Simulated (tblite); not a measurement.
Species: C7H13O2P.
Structure used (GFN2-xTB), in Å, numbered top down from 1:
```xyz
23
C7H13O2P angstrom
C      3.9593   -0.3089   -0.4584
C      2.6134    0.1818   -0.0622
C      1.4596   -0.4052   -0.3516
P     -0.0688    0.3605    0.2295
O      0.1087    1.6019    0.9924
C     -1.1630    0.5484   -1.2409
C     -2.5594    0.8425   -0.6930
O     -3.0820   -0.2182    0.0699
C     -2.4260   -0.4023    1.3010
C     -1.0036   -0.9388    1.1420
H      4.5665   -0.4816    0.4295
H      4.4675    0.4464   -1.0568
H      3.8932   -1.2317   -1.0299
H      2.5821    1.0992    0.5130
H      1.4001   -1.3218   -0.9201
H     -0.8084    1.3884   -1.8408
H     -1.1723   -0.3579   -1.8452
H     -3.2723    0.9913   -1.5093
H     -2.5155    1.7591   -0.0849
H     -3.0467   -1.1108    1.8572
H     -2.3857    0.5491    1.8534
H     -0.5432   -1.0836    2.1208
H     -1.0084   -1.8805    0.5943
```

All values are computed: GFN2-xTB (tblite) harmonic vibrations without scaling, gas phase. The method is semi-empirical: single wavenumbers can be off by several per cent or more. One conformer, not necessarily the lowest.

Harmonic wavenumbers (cm⁻¹): 53.0, 76.5, 114.8, 161.4, 169.2, 182.4, 231.2, 259.2, 277.9, 338.7, 354.8, 393.4, 403.0, 476.8, 557.8, 681.4, 687.8, 701.1, 790.6, 805.6, 845.0, 905.8, 940.0, 969.4, 974.2, 988.7, 998.5, 1033.2, 1040.7, 1086.2, 1104.7, 1128.6, 1129.9, 1173.5, 1196.0, 1224.7, 1260.3, 1265.6, 1280.6, 1291.4, 1330.2, 1342.7, 1392.7, 1408.1, 1413.5, 1452.3, 1460.5, 1466.4, 1473.0, 1681.7, 2869.8, 2870.4, 2956.5, 2957.6, 2969.8, 2971.3, 2990.1, 2994.5, 3004.8, 3019.2, 3037.8, 3053.6, 3062.9.

A = 2708, B = 631.2, C = 608.7 MHz; mass 160.065 u (most abundant isotopes); point group Cs, symmetry number 1.

Problem. What is the zero-point energy?

Solution. Half the sum of the wavenumbers: 41366 cm⁻¹ = 118.27 kcal/mol.

Problem. Entropy at 298.15 K, 1 bar (ideal gas, RRHO, classical rotation)?

Solution. Translation 41.15, rotation 30.11, vibration 32.79: S = 104.1 cal/(mol K).

Problem. And Cp and H(298.15 K) − H(0)?

Solution. Cp = 44.19 cal/(mol K), of which vibrations give 36.24 (their classical limit is 63 R = 125.2); H(298.15 K) − H(0) = 7.71 kcal/mol without the zero-point energy, 5.34 from vibrations.

Problem. Which modes carry the vibrational entropy at 298.15 K?

Solution. 53.0 cm⁻¹: 4.70; 76.5 cm⁻¹: 3.98; 114.8 cm⁻¹: 3.19; 161.4 cm⁻¹: 2.53; 169.2 cm⁻¹: 2.44; 182.4 cm⁻¹: 2.30 cal/(mol K); the other 57 give 13.64 together.

Problem. How do the functions run with temperature in this model?

Solution. 
```tsv
T (K)	S (cal/(mol K))	Cp (cal/(mol K))	H − H(0) (kcal/mol)	G − H(0) (kcal/mol)	ln q(vib)
50	59.8	13.1	0.49	-2.50	0.43
100	71.2	20.4	1.33	-5.78	1.62
373.15	115.0	53.6	11.38	-31.53	9.76
500	132.7	67.5	19.09	-47.25	13.62
750	164.0	87.0	38.59	-84.44	21.10
1000	190.9	99.5	62.01	-128.89	28.16
```

q(vib) and H(0) count from the zero-point level.

Problem. What must be added to the electronic energy to get the Gibbs energy at 298.15 K and 1 bar?

Solution. ZPE + [H(298.15 K) − H(0)] − T·S = 118.27 + 7.71 − 31.02 = 94.96 kcal/mol.

Problem. Blend soft modes into free rotors: weight 1/[1 + (100 cm⁻¹/ν̃)⁴] for the oscillator and the rest for a rotor with moment μB/(μ + B), μ = h/(8π²ν), B = 10⁻⁴⁴ kg m². What vibrational entropy results?

Solution. 30.85 cal/(mol K) in place of 32.79, which changes −T·S at 298.15 K by +0.58 kcal/mol.

Hindered rotation and anharmonicity are outside this model. Other conformers, if any are populated, would add a mixing term that is left out.
